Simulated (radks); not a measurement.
Initial-state core-level shifts of the cerium ion Ce3+ when its valence configuration changes from [Xe] 4f1. All-electron calculation, scalar-relativistic Kohn-Sham, r2SCAN, spin-polarised, spherical densities, finite nucleus; open shells are filled with parallel spins first (spin-orbit coupling, left out, can overturn this in heavy ions); meta-GGA in the generalised Kohn-Sham scheme; Fermi nuclear charge, rms radius 4.8771 fm. Program: a radial shooting solver on a logarithmic mesh with Libxc functionals. Shifts are changes of the shell-averaged eigenvalues in eV (positive: less bound); the change of the density at the nucleus, which sets a Mossbauer isomer shift, is in e/bohr^3, on a base of 3.975e+05.

valence           2p       3s       4p      5p  density at nucleus
4f0.5 6p0.5   -6.350   -7.014   -6.382  -3.292              +15.39
5d1           -8.557   -9.991   -8.724  -3.088              +24.34
6s1          -11.992  -13.372  -11.989  -5.685              +68.22
4f0.5 6s0.5   -5.848   -6.510   -5.883  -2.842              +32.42
6p1          -12.986  -14.373  -12.976  -6.571              +31.87
